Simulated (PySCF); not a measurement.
Correlation energy of Ne²⁺ (neon, charge +2)

[He] 2s2 2p4, high-spin 3P determinant. Calculation: PySCF 2.14, in aug-cc-pwCVDZ; the non-relativistic Hamiltonian (point nucleus). Frozen: nothing; 8 electrons correlated.

```csv
level,correlation energy (mhartree)
CCSD,-151.68
(T),-1.00
CCSD(T),-152.68
CCSDT,-152.77
```

Diagnostics: T1 = 0.0029, D1 = 0.0057, largest double amplitude 0.024.

Cost of the coupled-cluster step: about 0.7 core-seconds, for 8 correlated electrons.

Iterations:

```
CC2 = 0
CCSD nocc = (np.int64(5), np.int64(3)), nmo = (27, 27)
frozen orbitals [[], []]
max_cycle = 100
direct = 0
conv_tol = 1e-08
conv_tol_normt = 1e-06
diis_space = 8
diis_start_cycle = 0
Init t2, MP2 energy = -0.138227973815344
Init E_corr(UCCSD) = -0.138227973817915
cycle = 1  E_corr(UCCSD) = -0.149193246948198  dE = -0.0109652731  norm(t1,t2) = 0.017872
cycle = 2  E_corr(UCCSD) = -0.151036760952681  dE = -0.001843514  norm(t1,t2) = 0.00516022
cycle = 3  E_corr(UCCSD) = -0.15170589908794  dE = -0.000669138135  norm(t1,t2) = 0.00195281
cycle = 4  E_corr(UCCSD) = -0.151678865107087  dE = 2.70339809e-05  norm(t1,t2) = 0.00038385
cycle = 5  E_corr(UCCSD) = -0.151684121142425  dE = -5.25603534e-06  norm(t1,t2) = 6.11515e-05
cycle = 6  E_corr(UCCSD) = -0.151684432055106  dE = -3.10912681e-07  norm(t1,t2) = 1.20997e-05
cycle = 7  E_corr(UCCSD) = -0.151684264617449  dE = 1.67437658e-07  norm(t1,t2) = 2.7368e-06
cycle = 8  E_corr(UCCSD) = -0.15168428353286  dE = -1.89154112e-08  norm(t1,t2) = 3.99181e-07
cycle = 9  E_corr(UCCSD) = -0.151684282206018  dE = 1.3268418e-09  norm(t1,t2) = 5.48684e-08
UCCSD converged
E(UCCSD) = -126.4743994429353  E_corr = -0.151684282206018
UCCSD(T) correction = -0.00100037142057497
```
